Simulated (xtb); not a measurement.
propylene glycol (C$_{3}$H$_{8}$O$_{2}$), singlet, at a GFN2-xTB geometry. Base run: GFN0-xTB (xtb).

Here is a job for xtb.
```
$ xtb mol.xyz --gfn 0 --json

# file mol.xyz
13

C      1.83324331     0.13638099     0.35090210
C      0.42691443     0.30654220    -0.21207806
O     -0.28124422     1.34971891     0.43155499
C     -0.38814764    -0.99223231    -0.10847029
O     -1.67642873    -0.82208827    -0.63781928
H      2.36667096     1.08275455     0.30757844
H      1.78849069    -0.19345144     1.38820166
H      2.38133734    -0.60316406    -0.22521041
H      0.47213216     0.61355869    -1.26229834
H     -0.25594914     1.19385292     1.38370519
H      0.09000513    -1.79465989    -0.67338889
H     -0.44945832    -1.29548663     0.95090902
H     -1.96390590     0.07140544    -0.40150486
```

Each row names what was changed in the base input (with any setting that the change needs).

```json
[
 {"change": "base", "ΔE vs base (mEh)": "0.000", "HOMO-LUMO gap (eV)": "6.32"},
 {"change": "file = coord", "ΔE vs base (mEh)": "0.000", "HOMO-LUMO gap (eV)": "6.32"},
 {"change": "etemp = 5000", "ΔE vs base (mEh)": "-0.063", "HOMO-LUMO gap (eV)": "6.32"},
 {"change": "etemp = 1000", "ΔE vs base (mEh)": "0.000", "HOMO-LUMO gap (eV)": "6.32"}
]
```
